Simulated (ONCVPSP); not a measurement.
**Building the ONCV potential for H (Z = 1) (PBEsol, scalar-relativistic).**

* Element: H
* Generator: ONCVPSP 4.0.1
* Type: optimised norm-conserving Vanderbilt (ONCV)
* Functional: PBEsol
* Relativity: scalar-relativistic
* Frozen core: none
* Valence charge: 1
* Reference configuration: 1s1
* Partial waves: 1s: rc 0.75 bohr, ncon 4, nbas 9, qcut 8.3 1/bohr, local; p scattering state at 0.05 Ha: rc 0.75 bohr, ncon 3, nbas 6, qcut 12.2 1/bohr, 1 projector
* Local potential: the s channel
* Core correction: none

Results:

| Item | Value |
| --- | --- |
| Cutoffs needed | 23 Ha and 38 Ha (the cutoffs (Ha) at which the residual kinetic energy of the hardest occupied pseudo-wave falls to 1 and 0.1 mHa per electron) |
| Ghost test | no bound ghost flagged; no localised positive-energy state flagged |

Generation and tests took about 0.94 s on one core of a shared server CPU.
